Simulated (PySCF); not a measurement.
C₂H₆ClFSi, SMILES F[C@@H](Cl)C[SiH3]. Geometry: PBE-D3(BJ)/def2-SVP. The structure was generated by enumeration; whether it is a known compound was not checked. Other conformers were not sampled.

Computed equilibrium geometry at PBE-D3(BJ)/def2-SVP (PySCF confirms it by a frequency run) as a Z-matrix (one conformer of several):
```
C
H 1 1.1095
H 1 1.1117 2 106.87
C 1 1.5147 2 109.30 3 -116.10
F 4 1.3683 1 110.41 2 173.97
H 4 1.1103 5 108.10 1 124.58
Cl 4 1.8176 6 105.06 5 -116.12
Si 1 1.9150 2 108.46 3 116.86
H 8 1.5004 1 111.22 2 44.40
H 8 1.5005 9 109.98 1 -123.39
H 8 1.5051 9 108.58 10 -119.15
```
